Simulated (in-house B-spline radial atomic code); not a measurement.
# Removing one electron from the antimony ion Sb⁴⁷⁺

Closed shell [He] 2s2. Computed with a B-spline radial code for spherical atoms: Koopmans values of Dirac-Hartree-Fock plus a diagonal self-energy, in second order or with its direct term screened (direct RPA, with the hole-particle interaction, or full time-dependent Hartree-Fock), linearised in energy; no-pair Dirac-Coulomb Hamiltonian, finite nucleus. Shifts add to the Koopmans value (the ΔSCF shift is orbital relaxation alone); the final value takes TDHF screening with Breit and QED.

Command:
```bash
python run_mb.py task.json out
```
Settings (nuclear radius in fm, box in bohr, cutoff in hartree):
```
basis_form          2
Z                   51
core_configuration  [He] 2s2
rms_radius          4.6802
mass_number         121
speed_of_light      137.036
box_radius          2.643
lmax                7
intervals           57
virtual_cutoff      10404.0
```

Cost of the run: 0.6 s on 1 thread of AMD EPYC 9R45 96-Core Processor, on a shared host.

Energies in eV:

```json
{"subshell": "2s1/2", "Koopmans": "8465.37", "ΔSCF shift": "-0.314", "second order": "?", "direct RPA": "?", "hole-particle": "?", "TDHF": "?", "Breit + QED": "?", "final": "?"}
```

**Question.** What does the self-energy do to 2s1/2?

**Answer.** It shifts the removal energy by 5.851 eV in second order, 3.647 with direct RPA, 4.846 with the hole-particle term and 5.772 with TDHF screening (quasi-particle weight 0.991); Breit and QED add -10.534 eV. The final value is 8460.61 eV, against 8455 ± 4 eV (NIST, tabulated theory).
